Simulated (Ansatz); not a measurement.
Program: Ansatz. Geometries: PBE0-D4/def2-TZVP. ΔE: electronic, gas phase. CBS: MP2 limit from def2 TZ/QZ plus the TZ coupled-cluster correction, frozen cores. Functionals use def2-TZVPP. B3LYP here is the variant with VWN-RPA as its local correlation; programs differ in this. HSE06 is defined as in plane-wave codes. Elements past krypton have def2 core potentials. For Ga, Sb, Se outer-core shells are correlated without core-valence functions, which leaves a few kJ/mol of doubt a bond. Scalar relativity is left out up to krypton. Each species was taken in one conformer, which may not be the lowest.

Reaction (redistribution): `[F][SbH][SeH]` + `O[SiH]([SiH3])[GaH2]` → `[GaH2][SbH][SeH]` + `O[SiH](F)[SiH3]`

`[F][SbH][SeH]`:

Z-matrix (Å, degrees):
```
Sb
F 1 1.922
Se 1 2.540 2 99.4
H 1 1.715 2 92.2 3 93.3
H 3 1.468 1 94.4 2 69.2
```

`O[SiH]([SiH3])[GaH2]`:

Z-matrix (Å, degrees):
```
Si
Si 1 2.341
Ga 1 2.416 2 110.9
O 1 1.663 2 106.7 3 -125.0
H 1 1.500 2 106.8 3 116.5
H 2 1.488 1 112.0 3 178.8
H 2 1.489 1 110.8 3 57.4
H 2 1.489 1 108.1 3 -61.1
H 3 1.577 1 121.4 2 -128.6
H 3 1.574 1 120.8 2 51.2
H 4 0.958 1 117.2 2 164.3
```

`[GaH2][SbH][SeH]`:

Cartesian coordinates in Å:
```
Ga -0.744 1.202 0.892
Sb 0.511 0.248 -1.205
Se 1.240 -1.871 0.046
H -1.837 2.307 0.656
H -0.382 0.701 2.334
H -1.008 -0.352 -1.737
H 2.220 -2.236 -0.985
```

`O[SiH](F)[SiH3]`:

Cartesian coordinates in Å:
```
O -1.329 0.026 1.376
Si -0.538 -0.700 0.142
F -1.557 -1.030 -1.051
Si 1.075 0.815 -0.616
H -1.930 -0.496 1.911
H -0.004 -2.022 0.569
H 1.785 0.242 -1.790
H 2.064 1.068 0.466
H 0.434 2.097 -1.007
```

```json
{"level": "PBE0-D4", "ΔE (kJ/mol)": "-159.4", "difference from CCSD(T)/CBS": "9.3"}
{"level": "B3LYP-D4", "ΔE (kJ/mol)": "-158.4", "difference from CCSD(T)/CBS": "10.3"}
{"level": "ωB97X-V", "ΔE (kJ/mol)": "-159.2", "difference from CCSD(T)/CBS": "9.5"}
{"level": "PBE-QIDH", "ΔE (kJ/mol)": "-176.8", "difference from CCSD(T)/CBS": "-8.1"}
{"level": "revPBE", "ΔE (kJ/mol)": "-139.1", "difference from CCSD(T)/CBS": "29.6"}
{"level": "r2SCANh", "ΔE (kJ/mol)": "-163.3", "difference from CCSD(T)/CBS": "5.4"}
{"level": "HSE06", "ΔE (kJ/mol)": "-159.9", "difference from CCSD(T)/CBS": "8.8"}
{"level": "RPA@PBE/def2-TZVPP", "ΔE (kJ/mol)": "-165.9", "difference from CCSD(T)/CBS": "2.8"}
{"level": "CCSD/def2-TZVPP", "ΔE (kJ/mol)": "-177.9", "difference from CCSD(T)/CBS": "-9.2"}
{"level": "MP2/CBS(def2)", "ΔE (kJ/mol)": "-180.6", "difference from CCSD(T)/CBS": "-11.9"}
{"level": "CCSD(T)/CBS", "ΔE (kJ/mol)": "-168.7", "difference from CCSD(T)/CBS": "0"}
```

**Question.** What do rigid-rotor, harmonic-oscillator terms from PBE0-D4/def2-TZVP frequencies (298.15 K, 1 bar) make of the CCSD(T)/CBS value? (Estimate.)

**Answer.** The calculation gave: ΔZPE = +2.8 kJ/mol, ΔH = -166.3 kJ/mol, ΔS = -3 J/(mol·K), ΔG = -165.5 kJ/mol.

Largest T1 diagnostic among the species: 0.014.

At CCSD(T), def2-SVP lies −5.0 kJ/mol from the extrapolated value and def2-TZVPP −6.1 kJ/mol. From r2SCAN to r2SCAN0 (25 % exact exchange), in def2-TZVPP and without D4, ΔE moves by −13.8 kJ/mol.
